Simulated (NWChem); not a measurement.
System: BeCl, doublet; SMILES [Be][Cl]

The following NWChem deck was run.

```
start job
memory heap 200 mb stack 900 mb global 1100 mb
geometry units angstroms noautosym nocenter noautoz
  Be     0.000000     0.000000    -1.469034
  Cl     0.000000     0.000000     0.369139
end
basis spherical
  Be library def2-svp
  Cl library def2-svp
end
dft
  odft
  mult 2
  xc xcamb88 1.00 lyp 0.81 vwn_5 0.19 hfexch 1.00
  cam 0.33 cam_alpha 0.19 cam_beta 0.46
  iterations 150
end
property
  efieldgrad
end
task dft property
```

Structure relaxed at the PBE0/def2-SVP, spin-unrestricted level. The spin multiplicity was typed, not searched, and may not be the lowest. No stability test was run on the SCF state.

Vzz is the largest principal value of the second derivative of the potential at the nucleus (NWChem prints the opposite sign); η is the asymmetry. Non-relativistic.

Atoms are numbered as in the input.

Problem. Predict the main results of this run. (CAM-B3LYP/def2-SVP, spin-unrestricted.) Quantities: Vzz Be1 (a.u.); η Be1; Vzz Cl2 (a.u.); η Cl2.

Solution. 
```json
{
  "Vzz Be1 (a.u.)": "-0.121",
  "η Be1": "0.00",
  "Vzz Cl2 (a.u.)": "0.868",
  "η Cl2": "0.00"
}
```
